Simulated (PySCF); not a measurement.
CH₅FO₂Si₂, SMILES [Si@H]([SiH3])(C(O)=O)F.

The structure is a stationary point at ωB97X-D3(BJ)/def2-SVP. The structure was generated by enumeration; whether it is a known compound was not checked. The values are those of a single conformer.

The numbers are results of TDA-M06-2X/def2-SVPD (PySCF), not measurements.

Vertical excitations. 

### Question
Give excitation energies, oscillator strengths and character. (The exact figures need the calculation; the answer reports its results.)

### Answer

```json
[
 {"state": "S1", "energy (eV)": "4.94", "λ (nm)": "251", "f": "0.006", "main pairs": "HOMO→LUMO 54 %, HOMO−1→LUMO 20 %, HOMO→LUMO+1 8 %"},
 {"state": "S2", "energy (eV)": "6.64", "λ (nm)": "187", "f": "0.021", "main pairs": "HOMO−1→LUMO 37 %, HOMO→LUMO 32 %, HOMO→LUMO+1 17 %"},
 {"state": "S3", "energy (eV)": "6.92", "λ (nm)": "179", "f": "0.044", "main pairs": "HOMO→LUMO+1 54 %, HOMO−1→LUMO 29 %"},
 {"state": "S4", "energy (eV)": "7.33", "λ (nm)": "169", "f": "0.084", "main pairs": "HOMO−1→LUMO+1 57 %, HOMO−1→LUMO+3 13 %"},
 {"state": "S5", "energy (eV)": "7.48", "λ (nm)": "166", "f": "0.058", "main pairs": "HOMO→LUMO+3 35 %, HOMO→LUMO+2 24 %, HOMO→LUMO+4 9 %, HOMO−1→LUMO+3 8 %"},
 {"state": "S6", "energy (eV)": "7.71", "λ (nm)": "161", "f": "0.086", "main pairs": "HOMO→LUMO+2 41 %, HOMO→LUMO+3 34 %, HOMO−1→LUMO+3 7 %"},
 {"state": "S7", "energy (eV)": "8.00", "λ (nm)": "155", "f": "0.145", "main pairs": "HOMO−1→LUMO+2 28 %, HOMO−1→LUMO+3 24 %, HOMO→LUMO+2 8 %, HOMO→LUMO+3 7 %"},
 {"state": "S8", "energy (eV)": "8.15", "λ (nm)": "152", "f": "0.029", "main pairs": "HOMO−5→LUMO 33 %, HOMO−2→LUMO 19 %, HOMO−1→LUMO+1 6 %, HOMO−1→LUMO 5 %"},
 {"state": "S9", "energy (eV)": "8.17", "λ (nm)": "152", "f": "0.073", "main pairs": "HOMO−1→LUMO+3 23 %, HOMO→LUMO+5 12 %, HOMO−1→LUMO+2 10 %, HOMO→LUMO+4 9 %"},
 {"state": "S10", "energy (eV)": "8.34", "λ (nm)": "149", "f": "0.149", "main pairs": "HOMO→LUMO+4 42 %, HOMO−1→LUMO+2 8 %, HOMO→LUMO+3 8 %"},
 {"state": "T1", "energy (eV)": "4.36", "λ (nm)": "284", "f": "0", "main pairs": "HOMO→LUMO 55 %, HOMO−1→LUMO 20 %, HOMO→LUMO+1 9 %"},
 {"state": "T2", "energy (eV)": "5.75", "λ (nm)": "216", "f": "0", "main pairs": "HOMO−4→LUMO 22 %, HOMO−2→LUMO 22 %, HOMO−1→LUMO 17 %, HOMO→LUMO 9 %"},
 {"state": "T3", "energy (eV)": "6.07", "λ (nm)": "204", "f": "0", "main pairs": "HOMO→LUMO+1 26 %, HOMO→LUMO 18 %, HOMO−1→LUMO 16 %, HOMO−1→LUMO+1 8 %"},
 {"state": "T4", "energy (eV)": "6.47", "λ (nm)": "192", "f": "0", "main pairs": "HOMO→LUMO+1 31 %, HOMO−1→LUMO 24 %, HOMO→LUMO+3 16 %, HOMO−1→LUMO+3 6 %"}
]
```
Triplets are in the Tamm–Dancoff approximation.
